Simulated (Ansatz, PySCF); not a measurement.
Molecule: SnF2, charge 0, multiplicity 3. This is an excited triplet: at this geometry the singlet lies 3.19 eV lower at RI-MP2/CBS(def2-TZVPPD,def2-QZVPPD)+[CCSD(T)-MP2]/def2-TZVPPD. 
Geometry from a B3LYP-D3(BJ)/def2-TZVP (Ansatz, an electronic-structure program) optimisation:
```xyz
3

Sn     0.0071     0.0022     0.2755
F      0.8013     1.4219    -0.7980
F     -0.8410    -1.4342    -0.7326
```
Charge 0, spin multiplicity 3.

Dipole moments at this geometry, in debye (magnitudes).

```
level               program  dipole (D)
------------------  -------  ----------
HF/def2-TZVPD         PySCF        3.23
PBE/def2-TZVPD       Ansatz        2.26
BLYP/def2-TZVPD      Ansatz        2.27
BP86/def2-TZVPD       PySCF        2.25
TPSS/def2-TZVPD       PySCF           ?
M06-L/def2-TZVPD      PySCF        2.21
BHLYP/def2-TZVPD     Ansatz        2.90
HSE06/def2-TZVPD     Ansatz        2.59
LC-wPBE/def2-TZVPD   Ansatz        2.80
CCSD(T)/def2-SVPD    Ansatz           ?
```

What belongs in the gaps?


- TPSS/def2-TZVPD, dipole (D): 2.32
- CCSD(T)/def2-SVPD, dipole (D): 2.92
